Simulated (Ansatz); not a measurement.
Reaction (ligand exchange at the Si–C bond): `CC([SiH3])=[Se]` + `N=CO` → `O/C=N/[SiH3]` + `CC=[Se]`

Program: Ansatz. Geometries: PBE0-D4/def2-TZVP. ΔE: electronic, gas phase. CCSD(T)/CBS is the MP2 limit (def2-TZVPP, def2-QZVPP) plus CCSD(T) − MP2 in def2-TZVPP, frozen cores. This one scheme is used for every species. DFT in def2-TZVPP. For Se outer-core shells are correlated without core-valence functions, which leaves a few kJ/mol of doubt a bond. Scalar relativity is left out up to krypton. Each species was taken in one conformer, which may not be the lowest.

`CC([SiH3])=[Se]`:

Cartesian coordinates in Å:
```
C 0.667 0.697 1.077
C -0.052 -0.472 0.501
Si -0.595 -0.378 -1.300
Se -0.409 -1.926 1.434
H 0.937 0.542 2.121
H 0.046 1.598 0.992
H 1.573 0.904 0.494
H -1.295 -1.614 -1.708
H 0.612 -0.157 -2.146
H -1.484 0.806 -1.465
```

`N=CO`:

Z-matrix (Å, degrees):
```
C
O 1 1.336
N 1 1.258 2 122.1
H 1 1.092 2 110.5 3 -180.0
H 2 0.968 1 106.6 3 -0.0
H 3 1.014 1 111.3 2 180.0
```

`O/C=N/[SiH3]`:

Cartesian coordinates in Å:
```
O -1.500 0.857 1.729
C -0.492 0.310 1.045
N -0.474 0.224 -0.207
Si 0.808 -0.473 -1.132
H -2.155 1.144 1.075
H 0.282 -0.035 1.740
H 1.916 -0.974 -0.264
H 0.268 -1.605 -1.926
H 1.347 0.552 -2.059
```

`CC=[Se]`:

Cartesian coordinates in Å:
```
C 0.006 -0.213 -0.652
C -0.091 0.185 0.769
Se 0.959 1.310 1.606
H -0.934 0.018 -1.167
H 0.128 -1.301 -0.725
H 0.833 0.281 -1.161
H -0.902 -0.280 1.330
```

**Question.** Is it downhill or uphill in electronic energy at CCSD(T)/CBS, and by how much? (An estimate is asked.)

**Answer.** The calculation gave: Downhill: ΔE = -48.2 kJ/mol.

**Question.** What do these levels give: r2SCAN-D4, revPBE, r2SCAN0, CAM-B3LYP, HF/def2-TZVPP, HF/def2-QZVPP? (An estimate is asked.)

**Answer.** The calculation gave: r2SCAN-D4 -51.7, revPBE -48.6, r2SCAN0 -54.1, CAM-B3LYP -58.8, HF/def2-TZVPP -68.0, HF/def2-QZVPP -68.5 kJ/mol.

Largest T1 diagnostic among the species: 0.016.

In def2-TZVPP, CCSD(T) changes the Hartree–Fock value by +18.5 kJ/mol (the triples alone add +2.3 kJ/mol) and MP2 by +17.6 kJ/mol. From BLYP to BHLYP (50 % exact exchange), in def2-TZVPP and without D4, ΔE moves by −5.5 kJ/mol.
